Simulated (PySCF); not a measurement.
Two structures of MgH₂BrCl, singlet, reached by relaxing down either side of one saddle point (PBE0-D4/def2-TZVP). Energies are electronic, without zero-point energy. PySCF 2.14 with density fitting (its default auxiliary sets; JK sets also for MP2 and CCSD(T)); basis: def2-TZVPP and def2-QZVPP; cores frozen in the correlated methods. Filled d shells of the heavier atoms are correlated. The outer core shell of Li, Na, Mg and K is correlated. The def2 sets are not built for correlating such inner shells, so the correlated values are less sure here. Extrapolation: Hartree–Fock as exp(−7.88 √X), correlation as X^−2.97. First:

```tsv
atom	x (Å)	y (Å)	z (Å)
Mg1	-0.3780	0.7042	-0.3246
Br2	0.9749	2.2899	0.7148
Cl3	-1.8270	-0.4318	-1.4902
H4	0.7669	-0.8805	0.8512
H5	0.2858	-1.3230	0.4714
```

Second:

Mg1  (-0.678, -0.649, -0.516)
Br2  (0.933, 1.413, 0.568)
Cl3  (-2.005, 0.700, -1.652)
H4  (1.785, 0.540, 1.306)
H5  (0.042, -2.034, 0.151)
(Å)

Problem. Which bonds change from the first to the second?

Solution. MgBrCl + H₂ → MgHCl ([MgH][Cl]) + HBr (still joined by a long Mg–Br bond); bonds formed: Mg1–H5, Br2–H4; bonds broken: H4–H5; bonds weakened to dative contacts: Mg1–Br2.

Problem. Give the saddle point's structure and its height above each. (Judge from chemistry; the value comes from the calculation.)

Solution. Computed: 42.09 kcal/mol above the first and 1.14 kcal/mol above the second (CCSD(T) at an estimated basis limit (MP2 extrapolated from triple and quadruple zeta, plus CCSD(T) − MP2 in triple zeta)).
```xyz
5
angstrom
Mg -0.5964 -0.4791 -0.4455
Br 1.0303 1.5445 0.7180
Cl -2.1746 0.3087 -1.7452
H 1.3122 0.1595 1.0343
H 0.4285 -1.5338 0.4384
```

T1 diagnostic: at most 0.007.

Labels in which every atom is bracketed show which atoms are joined, not bond orders.

For scale, one of the runs: CCSD(T)/def2-TZVPP, 150 basis functions, launched by `OMP_NUM_THREADS=4 python run.py`. The run took 2.2 min on 4 CPU threads of a Oxide Virtual Turin-like (shared host), with 1.4 GiB of host memory at its peak.
